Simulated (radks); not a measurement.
Q: The mean radii <r> (bohr) of the occupied orbitals of an atom or ion are listed with their occupations. Calculated with a radial shooting solver on a logarithmic mesh with Libxc functionals: scalar-relativistic Kohn-Sham, XLYP, spin-unpolarised, spherical densities, point nucleus.

| orbital | occ. | <r> |
|---|---|---|
| 1s | 2 | 0.1579 |
| 2s | 2 | 0.8973 |
| 2p | 6 | 0.9834 |

Name the element and its charge.

A: Z = 10, neon, charge 0: Ne in [Ne]. The 1s radius gives Z: for a bare nucleus <r> = (2 gamma + 1)/(2Z) with gamma = sqrt(1 - (Z/c)^2), 0.1497 bohr for Z = 10, and screening makes it slightly larger (0.1579 here). The occupations add up to 10, and the charge is Z minus that.
